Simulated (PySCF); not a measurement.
HCl₃HfO, charge -1, doublet, geometry from GFN2-xTB of the parent state (such geometries of metal compounds can be far from the true shape) (the multiplicity is a formal guess) (core potentials on Hf).

PySCF was given this input:
```python
from pyscf import gto, scf, dft

mol = gto.Mole()
mol.atom = '''
    Hf   -0.253917    0.023804   -0.007038
    Cl    2.053705   -0.284852   -0.145681
    Cl    0.784120    0.821689    1.986196
    Cl   -0.681395   -0.857582   -2.040981
    O    -1.963154    0.438220    0.503379
    H    -2.672031    0.233031   -0.112376
'''
mol.basis = 'def2-sv(p)'
mol.ecp = {'Hf': 'def2-sv(p)'}
mol.charge = -1
mol.spin = 1
mol.verbose = 4
mol.build()

mf = dft.UKS(mol)
mf.xc = 'b3lyp'
mf = mf.density_fit(auxbasis='def2-universal-jkfit')
mf.kernel()
```

Question: What does this run give for the <S^2>, Mulliken (on the basis functions themselves) charges in atom order, total energy, number of basis functions, nuclear repulsion energy, HOMO energy?

Answer: 
```yaml
"<S^2>": 0.751
Mulliken (on the basis functions themselves) charges in atom order: Hf1 0.50, Cl2 -0.43, Cl3 -0.41, Cl4 -0.37, O5 -0.64, H6 0.36
total_energy: -3008.507081 Ry
number_of_basis_functions: 95
nuclear_repulsion_energy: 379.3427 Eh
HOMO energy: -0.45 eV
```

These values belong to the state on which the SCF converged, which isn't shown to be the lowest.
